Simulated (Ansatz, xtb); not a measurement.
Isomers of F2GaH2NO in order of energy

3 gas-phase structures of F2GaH2NO, found in a search over its isomers (lower ones may exist). Each was relaxed with GFN2-xTB:

A. `O[NH][Ga]([F])[F]`, a singlet
B. `N[O][Ga]([F])[F]`, a singlet
C. a singlet given by its coordinates

C (Å):

```yaml
atoms:
  - { symbol: F, position_ang: [-1.2983, -2.1880, -3.1974] }
  - { symbol: F, position_ang: [0.6815, -2.2269, -0.9645] }
  - { symbol: Ga, position_ang: [-0.1865, -1.3558, -2.1748] }
  - { symbol: N, position_ang: [-1.0051, 0.4042, -1.4289] }
  - { symbol: O, position_ang: [0.1225, 0.3740, -2.4137] }
  - { symbol: H, position_ang: [-0.6440, 0.9398, -0.6355] }
  - { symbol: H, position_ang: [-1.7315, 0.9653, -1.8803] }
```

Close contacts (Å): F1–Ga3 1.72, F2–Ga3 1.73, Ga3–N4 2.08, Ga3–O5 1.77, N4–O5 1.50, N4–H6 1.02, N4–H7 1.02.

Question: Which do you expect lowest at r2SCAN-D4/def2-SVP, and how would the others follow?

Answer: Calculated order at r2SCAN-D4/def2-SVP: C (0.0), A (15.7), B (18.1) kcal/mol.

Energies above the lowest of each column, in kcal/mol; the last columns are at PBE0-D3(BJ)/def2-SVP geometries:

| structure | GFN2-xTB | HF/STO-3G | r2SCAN-D4/def2-SVP | PBE0-D3(BJ)/def2-SVP | CCSD(T)/def2-SVP + ΔMP2/def2-TZVPP |
| --- | --- | --- | --- | --- | --- |
| C | 8.0 | 0.0 | 0.0 | 0.0 | 0.0 |
| A | 3.1 | 32.3 | 15.7 | 9.5 | 12.1 |
| B | 0.0 | 50.8 | 18.1 | 10.4 | 11.4 |

CCSD(T)/def2-SVP + ΔMP2/def2-TZVPP puts C lowest; GFN2-xTB picks B. CCSD(T)/def2-SVP + ΔMP2/def2-TZVPP orders those it was run on as C (0.0), B (11.4), A (12.1) kcal/mol. Less than 1 kcal/mol parts B and A, so the order within that pair means little. Flexible structures stand in one conformer each, not always the lowest. ΔMP2 is the change of the MP2 energy from the smaller to the larger basis.

Programs: Ansatz 0.2.0, xtb 6.7.1.
